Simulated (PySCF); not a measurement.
# How methods differ on the excitation energy of Ir

Ir [Xe] 4f14 5d7 6s2 (4F) → Ir [Xe] 4f14 5d8 6s1 (4F), as a difference of total energies. Computed with PySCF 2.14 in aug-cc-pwCVTZ-PP with ECP60MDF, with scalar relativity through the core potential. Correlated levels: valence: 5s2 5p6 frozen; valence and next inner shell: nothing frozen outside the core potential. The calculations carry no spin-orbit coupling.

| method | excitation energy (eV) |
| --- | --- |
| UHF | 0.247 |
| LDA | 0.009 |
| PBE | -0.080 |
| PBE0 | -0.083 |
| r2SCAN | 0.039 |
| HSE06 | -0.051 |
| MN15 | -0.090 |
| BHandHLYP | 0.103 |
| MP2 (valence) | 0.015 |
| SCS-MP2 (valence) | 0.077 |
| MP2 (valence and next inner shell) | 0.200 |
| SCS-MP2 (valence and next inner shell) | 0.307 |

Question: How much does correlation contribute at MP2 (valence and next inner shell)?

Answer: 0.200 − (0.247) = -0.047 eV, measured against UHF.

Errors of the correlated levels include the incompleteness of this basis and the frozen core.

For comparison: 0.138 eV (measured; NIST levels, between the centres of gravity of the two terms).
